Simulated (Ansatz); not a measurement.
`[AlH2]/[CH]=[CH]/[SnH3]` + `[SiH3]S` → `S[SiH2][SnH3]` + `C=[CH][AlH2]`  (formal exchange of groups at the Sn–C bond)

Computed with Ansatz on PBE0-D4/def2-TZVP structures; ΔE is electronic, products minus reactants. CCSD(T)/CBS is the MP2 limit (def2-TZVPP, def2-QZVPP) plus CCSD(T) − MP2 in def2-TZVPP, frozen cores. Functionals use def2-TZVPP. B3LYP here is the variant with VWN-RPA as its local correlation; programs differ in this. Elements past krypton have def2 core potentials. For Sn outer-core shells are correlated without core-valence functions, which leaves a few kJ/mol of doubt a bond. One conformer a species, not always the lowest.

```csv
level,ΔE (kcal/mol)
B2PLYP,-11.2
PBE,-13.6
B3LYP,-12.2
MP2/def2-TZVPP,-9.8
MP2/def2-QZVPP,-10.4
SCS-MP2/def2-QZVPP,-9.9
HF/CBS(def2),-10.8
CCSD/CBS(def2),-11.8
```

Task: What does CCSD(T)/CBS give? (An estimate is asked.)

Result: The calculation gave: -11.5 kcal/mol. The listed levels differ from it by 0.3, -2.1, -0.7, 1.7, 1.1, 1.6, 0.7, -0.3 kcal/mol.

Largest T1 diagnostic among the species: 0.013.
